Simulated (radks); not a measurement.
Values are calculated unless marked as measured or tabulated.
Task: Species: neutral silicon. Configuration: [Ne] 3s2 3p2 (the NIST ground configuration). Code: a radial shooting solver on a logarithmic mesh with Libxc functionals. Model: scalar-relativistic Kohn-Sham, BLYP, spin-polarised, spherical densities, point nucleus; open shells are filled with parallel spins first. Some entries of the table are withheld. Estimate them.

orbital  occ.  eigenvalue (eV)  <r> (bohr)  r(max) (bohr)
1s up       1        -1786.968      0.1113        0.07261
1s down     1        -1786.815      0.1113        0.07260
2s up       1        -139.0849      0.5686         0.4543
2s down     1        -138.9289      0.5687         0.4545
2p up       3         -95.3728         (1)            (2)
2p down     3         -95.1624         (3)            (4)
3s up       1         -11.1298         (5)          1.780
3s down     1          -9.7254         (6)          1.763
3p up       2          -4.3312       2.754          2.133
3p down     0          -3.0852       2.941          2.163

Result: 
(1) 2p up <r> (bohr): 0.5379
(2) 2p up r(max) (bohr): 0.3869
(3) 2p down <r> (bohr): 0.5379
(4) 2p down r(max) (bohr): 0.3872
(5) 3s up <r> (bohr): 2.150
(6) 3s down <r> (bohr): 2.167
